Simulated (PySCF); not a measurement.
Species: CH4F2OSi.
Atom-mapped SMILES: `[OH:1][SiH2:2][CH:3]([F:4])[F:5]` (hydrogens: H6 on O1; H7, H8 on Si2; H9 on C3)

Geometry (GFN2-xTB, Å), atoms numbered from 1 in this order:
```xyz
9
CH4F2OSi angstrom
O     -1.361    0.392    1.164
Si    -0.852   -0.317   -0.190
C      1.065   -0.050   -0.340
F      1.343    1.290   -0.294
F      1.720   -0.594    0.726
H     -0.941    1.155    1.556
H     -1.412    0.310   -1.383
H     -1.096   -1.738   -0.021
H      1.548   -0.442   -1.243
```

Method: TDDFT PBE0/def2-SVPD, vertical, gas phase, core orbitals frozen in the response (PySCF 2.14.0, density-fitted response routines).

Frontier orbitals with the atoms that hold most of them (Löwdin shares over 4%, at most four atoms; ? is withheld):

| orbital | ε (eV) | atoms |
| --- | --- | --- |
| LUMO+2 | 1.01 | Si2 52%, H7 15%, O1 9%, H8 9% |
| LUMO+1 | 0.65 | Si2 36%, C3 14%, H7 12%, H8 12% |
| LUMO | -0.24 | ? |
| HOMO | ? | C3 26%, Si2 17%, F5 16%, F4 14% |
| HOMO-1 | -9.36 | ? |
| HOMO-2 | -10.97 | O1 59%, Si2 11%, F5 8%, F4 7% |
| HOMO-3 | -11.30 | O1 42%, Si2 19%, H8 14%, F4 12% |

(1) Give the leading atoms of the LUMO.

(2) Which atoms hold the HOMO-1, and with what shares?

(3) What is the HOMO energy, and the HOMO–LUMO gap?

## Answers

(1) Si2 (bonded to C, O and 2 H) 31%; O1 (bonded to Si and H) 21%; H6 (bonded to O) 10%; H7 (bonded to Si) 9%. By element: silicon 31%, oxygen 21%, hydrogen 18% or more.

(2) O1 (bonded to Si and H) 42%; Si2 (bonded to C, O and 2 H) 23%; H8 (bonded to Si) 14%; H7 (bonded to Si) 13%. By element: oxygen 42%, hydrogen 27% or more, silicon 23%.

(3) ε(HOMO) = -8.55 eV; the gap is 8.31 eV (0.3055 hartree).

Task: The HOMO–LUMO gap is 8.31 eV. Where does the response calculation put the lowest singlet, and from which orbitals?

Result: S1 is at 6.92 eV (f = 0.0004), 1.39 eV below the gap, made of HOMO→LUMO (98%). Without the coupling terms of the response equations the lowest excitation would equal the gap.

Task: Give energy, strength and leading configuration of S1, S2, S3 and S6, and follow the Löwdin shares of the leading atoms from the occupied to the empty orbital.

Result: 
- S1 (6.92 eV, f 0.0004), HOMO→LUMO (98%): C3 26% → at most 9%, Si2 17% → 31%, O1 at most 15% → 21%
- S2 (7.60 eV, f 0.0028), HOMO-1→LUMO (98%): O1 42% → 21%, Si2 23% → 31%
- S3 (7.96 eV, f 0.045), HOMO→LUMO+1 (98%): C3 26% → 14%, Si2 17% → 36%
- S6 (8.71 eV, f 0.039), HOMO-1→LUMO+1 (84%): O1 42% → at most 12%, Si2 23% → 36%, C3 at most 9% → 14%

Löwdin shares depend on the basis, the more so with diffuse functions.

One conformer stands for the species.
